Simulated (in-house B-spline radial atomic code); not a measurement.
The outermost shell (largest non-relativistic mean radius) with and without relativity; Dirac values are averaged over j. Computed with a radial B-spline atomic code at the basis-set limit: non-relativistic Hartree-Fock and Dirac-Hartree-Fock, averages of the configuration (point nuclei without relativity, finite nuclei with it).

| ion | configuration | outermost shell | radius non-relativistic (bohr) | radius Dirac (bohr) | radius change (%) | level non-relativistic (eV) | level Dirac (eV) | spin-orbit splitting (eV) |
| --- | --- | --- | --- | --- | --- | --- | --- | --- |
| Sc5+ | [Ne] 3s2 3p4 | 3p | 1.0607 | 1.059 | -0.16181 | -112.766 | -112.86 | 0.63921 |
| Ti5+ | [Ne] 3s2 3p5 | 3p | 1.0015 | 0.99962 | -0.18443 | -120.457 | -120.57 | 0.8081 |
| V5+ | [Ne] 3s2 3p6 | 3p | 0.949 | 0.94702 | -0.20802 | -128.263 | -128.4 | 1.0092 |
| Cr5+ | [Ar] 3d1 | 3d | 0.94795 | 0.9506 | 0.28021 | -91.032 | -90.655 | 0.12603 |
| Mn5+ | [Ar] 3d2 | 3d | 0.90191 | 0.90447 | 0.28385 | -94.900 | -94.487 | 0.16223 |
| Fe5+ | [Ar] 3d3 | 3d | 0.86044 | 0.86291 | 0.28762 | -98.705 | -98.254 | 0.20575 |
| Co5+ | [Ar] 3d4 | 3d | 0.82285 | 0.82525 | 0.29143 | -102.454 | -101.96 | 0.25755 |
| Ni5+ | [Ar] 3d5 | 3d | 0.78861 | 0.79094 | 0.29525 | -106.153 | -105.62 | 0.31868 |
| Cu5+ | [Ar] 3d6 | 3d | 0.75726 | 0.75953 | 0.29903 | -109.807 | -109.23 | 0.39027 |
| Zn5+ | [Ar] 3d7 | 3d | 0.72844 | 0.73065 | 0.30277 | -113.419 | -112.79 | 0.47352 |
